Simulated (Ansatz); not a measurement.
## Cost against result

Saddle point of Si$_{2}$H$_{8}$Se, closed shell (Si₂H₆ ([SiH3][SiH3]) + H₂Se → SiH₄Se ([SiH3][SeH]) + SiH₄; bonds formed: Si1–Se7, Si2–H6; bonds broken: Si1–Si2, H6–Se7), PBE0-D4/def2-TZVP structure:

```
atom    x (Å)    y (Å)    z (Å)
 Si1  -1.1317   0.2630  -0.2772
 Si2   0.8019  -1.1203   0.6962
  H3  -1.5885  -1.1647  -0.0271
  H4  -1.9236   1.0442   0.6949
  H5  -1.3061   0.3947  -1.7384
  H6   0.4876   0.5588   0.1518
 Se7   0.4849   2.4454  -0.4050
  H8   2.1927  -0.7053   1.0183
  H9   0.0861  -1.5549   1.9182
 H10   0.8013  -2.1481  -0.3710
 H11   1.0952   1.9872  -1.6605
```

Barriers are electronic and count from the start structure reached by relaxing down the imaginary mode.

Computed with Ansatz 0.2.0 (basis: as named in each row); correlated methods freeze the cores. Filled d shells of the heavier atoms are correlated. The def2 sets are not built for correlating such inner shells, so the correlated values are less sure here. B3LYP uses VWN-RPA correlation. Extrapolation: Hartree–Fock as exp(−7.88 √X), correlation as X^−2.97.

Times are rough, for one single point on 4 threads of a shared host (Arm Neoverse V1).

The estimate by CCSD(T) at an estimated basis limit (MP2 extrapolated from triple and quadruple zeta, plus CCSD(T) − MP2 in triple zeta) is 48.11 kcal/mol.

| method | basis | time (s) | barrier (kcal/mol) | method less estimate |
| --- | --- | --- | --- | --- |
| HF | STO-3G | under 1 | 118.13 | 70.03 |
| PBE-D4 | STO-3G | under 1 | 75.16 | 27.06 |
| SPW92 | def2-SVP | under 1 | 35.70 | -12.41 |
| PBE-D4 | def2-SVP | under 1 | 41.30 | -6.81 |
| B3LYP-D4 | 6-31G | under 1 | 61.75 | 13.64 |
| PBE0-D4 | def2-SVP | 1 | 46.68 | -1.43 |
| SPW92 | def2-TZVPP | 1 | 32.63 | -15.47 |
| PBE-D4 | def2-TZVPP | 2 | 38.01 | -10.10 |
| BLYP-D4 | def2-TZVPP | 2 | 42.36 | -5.75 |
| B3LYP-D4 | def2-TZVPP | 3 | 46.16 | -1.95 |
| BHLYP-D4 | def2-TZVPP | 3 | 51.68 | 3.57 |
| PBE0-D4 | def2-TZVPP | 3 | 42.90 | -5.21 |
| CAM-B3LYP-D4 | def2-TZVPP | 4 | 50.64 | 2.54 |
| CCSD(T) | def2-SVP | 5 | 58.43 | 10.33 |
| r2SCAN-D4 | def2-TZVPP | 5 | 41.38 | -6.73 |
| r2SCAN0-D4 | def2-TZVPP | 5 | 44.65 | -3.46 |
| wB97M-V | def2-SVP | 6 | 52.40 | 4.29 |
| RPA on PBE | def2-TZVPP | 6 | 50.66 | 2.55 |
| B2PLYP | def2-TZVPP | 6 | 48.65 | 0.54 |
| PBE-QIDH | def2-TZVPP | 6 | 46.92 | -1.19 |
| wB97X-V | def2-TZVPP | 8 | 51.27 | 3.16 |
| B97M-V | def2-TZVPP | 10 | 46.82 | -1.28 |
| wB97M-V | def2-TZVPP | 11 | 48.62 | 0.51 |
| MP2 | def2-QZVPP | 25 | 46.26 | -1.85 |
| CCSD(T) | def2-TZVPP | 150 | 50.41 | 2.30 |

All methods are single points on the PBE0-D4 structures.

T1 diagnostic: at most 0.014.

Labels in which every atom is bracketed show which atoms are joined, not bond orders.
